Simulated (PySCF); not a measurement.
Sn(H)3(Me) (CH6Sn), SMILES [CH3][SnH3]. Geometry optimised at PBE0-D3(BJ)/def2-TZVP. The def2 effective core potentials stand for the cores of Sn; spin–orbit coupling is left out.

Computed equilibrium geometry at PBE0-D3(BJ)/def2-TZVP (PySCF confirms it by a frequency run) as bond lengths and angles, and its point group:
point group C3v.
Atoms: Sn1 C2 H3 H4 H5 H6 H7 H8. Bond lengths (Å): Sn1–C2 2.139, Sn1–H3 1.709, Sn1–H4 1.709, Sn1–H5 1.709, C2–H6 1.090, C2–H7 1.090, C2–H8 1.090. Bond angles (°): C2–Sn1–H3 110.1, C2–Sn1–H4 110.1, C2–Sn1–H5 110.1, H3–Sn1–H4 108.8, H3–Sn1–H5 108.8, H4–Sn1–H5 108.8, Sn1–C2–H6 110.0, Sn1–C2–H7 110.0, Sn1–C2–H8 110.0, H6–C2–H7 109.0, H6–C2–H8 109.0, H7–C2–H8 109.0.
Charge 0, spin multiplicity 1.
